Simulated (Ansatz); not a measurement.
Relaxation of H3OSn (5 atoms, charge 1, multiplicity 1), to a largest force component of 0.02 eV/Å in at most 50 steps.

All numbers below come from Ansatz, UKS PBE0/def2-SVP.

```xyz
5
Properties=species:S:1:pos:R:3:forces:R:3
O 0.127 -1.051 0.696 -0.05 -0.77 0.53
Sn -0.171 0.507 -0.311 0.05 0.94 -0.65
H 0.875 -1.619 0.926 0.25 0.21 -0.19
H -1.839 0.722 -0.121 0.05 0.10 -0.07
H 1.007 1.441 -1.190 -0.30 -0.48 0.39
```

Q: Where does it end, and by what steps?

A: The run converged. Limits of this set-up: the dipole of an ion depends on the origin. After 5 steps the energy has fallen by 0.131 eV; H3 moved furthest, 0.26 Å.

| step | energy less start (eV) | largest force component (eV/Å) | accepted |
| --- | --- | --- | --- |
| 0 | 0.0000 | 0.936 | yes |
| 1 | -0.0810 | 0.416 | yes |
| 2 | -0.1094 | 0.370 | yes |
| 3 | -0.1253 | 0.653 | yes |
| 4 | -0.1307 | 0.104 | yes |
| 5 | -0.1311 | 0.003 | yes |

```xyz
5
Properties=species:S:1:pos:R:3
O 0.106 -1.104 0.733
Sn -0.255 0.486 -0.280
H 1.011 -1.451 0.786
H -1.902 0.825 -0.178
H 1.041 1.244 -1.062
```

The run took 9.4 s on 1 thread of Intel(R) Xeon(R) 6975P-C (Granite Rapids) (shared host), peak memory 0.15 GiB.
